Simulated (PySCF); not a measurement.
# Si⁻ (silicon, charge -1) across methods

[Ne] 3s2 3p3, high-spin 4S determinant. Calculation: PySCF 2.14, in x2c-QZVPPall with one added diffuse shell each of s, p, d, f type (10s7p5d3f1g, 86 functions); scalar relativity by spin-free X2C-1e.

```
method  E (hartree)  mean ε 3s α (eV)  mean ε 3s β (eV)  mean ε 3p α (eV)  Σ⟨r²⟩ (bohr²)   ⟨S²⟩
   PBE    -289.9001            -5.074            -3.189             1.135          58.58  3.750
 B97-3    -290.0015            -6.619            -4.077             0.513          55.29  3.753
   LDA    -288.8804            -5.165            -3.448             1.072          59.12  3.751
r2SCAN    -290.0158            -5.580            -3.087             0.959          56.12  3.750
  BP86    -290.0769            -5.178            -3.428             1.057          58.57  3.750
  PBE0    -289.9219            -6.623            -4.016             0.382          56.13  3.750
M06-2X    -290.0204            -7.666            -5.089            -0.169          55.10  3.751
 M06-L    -290.0202            -5.370            -2.828             1.273          52.43  3.758
   UHF   -289.49420           -10.944            -5.611            -1.678          54.70  3.751
```

The outer electron is barely bound at this level, so radii and moments hang on the diffuse functions.

The highest occupied level is positive at PBE, B97-3, LDA, r2SCAN, BP86, PBE0, M06-L: only the finite basis holds that electron, which in a density functional comes from self-interaction.
